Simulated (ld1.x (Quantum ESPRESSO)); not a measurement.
# Configuration tests for Sc (Z = 21) (PAW)

ld1.x (Quantum ESPRESSO) 7.5 input, shortened:

```
&input
   title='Sc', zed=21., rel=1, dft='PBE', iswitch=3,
   config='[Ar] 3d1 4s1.5 4p0.5'
 /
 &inputp
   pseudotype=3, lpaw=.true., tm=.true., lloc=-1, rcloc=1.70,
   nlcc=.true., new_core_ps=.true.,
   which_augfun='BESSEL', rmatch_augfun=1.70
 /
6
4S  1  0   1.50   0.00  2.45  3.25  0.0
4S  1  0   0.00   1.65  2.45  3.25  0.0
4P  2  1   0.50   0.00  2.30  2.75  0.0
4P  2  1   0.00   0.45  2.30  2.75  0.0
3D  3  2   1.00   0.00  1.80  2.25  0.0
3D  3  2   0.00   4.80  1.80  2.25  0.0
 &test
   configts(1)='3d1 4s1.5 4p0.5'
 /
```

Energies are relative to the spin-unpolarised reference configuration 3d1 4s1.5 4p0.5; without spin polarisation the order of configurations can differ from experiment. Not all tests gave a result: test run stopped at test 6 of 7 (negative rho), 1 before it not solved. Left out of the table: 3d2 4s1 4p0 (solver errors, printed error -40.2 eV). The frozen-core shift is the all-electron ΔE with the core orbitals held at their reference shape minus the fully relaxed ΔE.

(1) Give the all-electron excitation energy and the error of the potential for: 3d1 4s2 4p0; 3d1 4s1 4p0; 3d1 4s0 4p0; 3d2 4s0 4p0.

Levels in the configuration 3d1 4s2 4p0:

| level | all-electron (eV) | pseudo (eV) |
| --- | --- | --- |
| 3d | -3.233 | -3.229 |
| 4s | -4.183 | -4.182 |

Note: ghost states, extra bound levels that the all-electron valence spectrum of the same l lacks: s at -37.5 eV, p at -25.5 eV. A true bound ghost makes a file unfit for plane-wave use.

Answers

(1)

| valence configuration | charge | ΔE all-electron (eV) | error AE − PS (meV) | frozen-core shift (meV) |
| --- | --- | --- | --- | --- |
| 3d1 4s2 4p0 | 0 | -1.374 | -0.1 | +0.2 |
| 3d1 4s1 4p0 | +1 | 5.523 | -1.6 | +1.2 |
| 3d1 4s0 4p0 | +2 | 18.291 | -18 | +19 |
| 3d2 4s0 4p0 | +1 | 6.204 | -157 | n/a |
